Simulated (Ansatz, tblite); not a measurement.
Forces on the cluster Ti₂Si at its PBE0-D4/def2-TZVP geometry. Charge 0, multiplicity 1.

The xTB rows come from tblite. B3LYP takes the VWN-RPA correlation. The restricted singlet is unstable towards broken spin symmetry at other levels; at B3LYP-D4/def2-TZVP this wasn't settled. At PBE0-D4/def2-TZVP a quintet of charge 0 lies 0.88 eV below the restricted singlet, each at its own geometry. The structure comes from a short search, and lower isomers may exist.

GFN1-xTB (tblite), largest force 6.50 eV/Å:

```xyz
3
positions Å, forces eV/Å
Ti   -1.157    0.339    0.527   -4.617    1.717    4.244
Ti    0.014   -0.223   -1.297    1.978   -1.449   -6.022
Si    1.143   -0.116    0.770    2.639   -0.268    1.778
```

GFN2-xTB (tblite), largest force 8.12 eV/Å:

```
Ti -5.788 2.146 5.279
Ti 2.441 -1.806 -7.533
Si 3.347 -0.340 2.255
```

B3LYP-D4/def2-TZVP (Ansatz), largest force 0.30 eV/Å:

```
Ti -0.228 0.079 0.177
Ti 0.068 -0.063 -0.285
Si 0.160 -0.016 0.108
```
